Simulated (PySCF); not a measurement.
A run for PySCF: U-HF/LANL2DZ on CdF2 (SMILES [F][Cd][F]), a point of a bond scan (R = 1.740 Å).

```python
from pyscf import gto, scf, dft, mp
from pyscf.data.elements import chemcore

mol = gto.M(
    atom='''
    Cd    0.00000000    0.00000000    0.00000000
    F     0.00000000    0.00000000   -1.74014375
    F     0.00000000    0.00000000    1.93349306
    ''',
    basis='lanl2dz',
    ecp={'Cd': 'lanl2dz'},
    charge=0, spin=0, verbose=3, max_memory=1800)
mf = scf.UHF(mol)
mf.conv_tol = 1e-8
mf.max_cycle = 100
mf.init_guess_breaksym = True
mf.kernel()
if not mf.converged:
    mf = mf.newton().run(mf.mo_coeff, mf.mo_occ)
for _ in range(4):
    mo, _, stable, _ = mf.stability(return_status=True)
    if stable:
        break
    mf.kernel(mf.make_rdm1(mo, mf.mo_occ))
```

### Question
Predict the final total energy.

### Answer
-245.4797 hartree.
